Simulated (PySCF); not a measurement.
**Co²⁺: ionisation energy**

Co²⁺ [Ar] 3d7 (4F) → Co³⁺ [Ar] 3d6 (5D), as a difference of total energies. Computed with PySCF 2.14 in x2c-TZVPall (6s5p4d1f, 48 functions), with the spin-free X2C one-electron Hamiltonian (Gaussian nucleus). Correlated levels: valence: [Ar] frozen. The calculations carry no spin-orbit coupling.

| method | ionisation energy (eV) |
| --- | --- |
| UHF | 31.174 |
| PBE0 | 33.678 |
| LDA | 34.353 |
| MP2 (valence) | 32.714 |
| SCS-MP2 (valence) | 32.756 |

Q: How much does correlation contribute at MP2 (valence)?

A: 32.714 − (31.174) = 1.540 eV, measured against UHF.

The reference lies between the lowest fine-structure levels, while these numbers refer to the centres of the terms.

Errors of the correlated levels include the incompleteness of this basis and the frozen core.

For comparison: 33.5 ± 0.06 eV (semi-empirical (NIST evaluation); NIST Atomic Spectra Database, ionization energies).
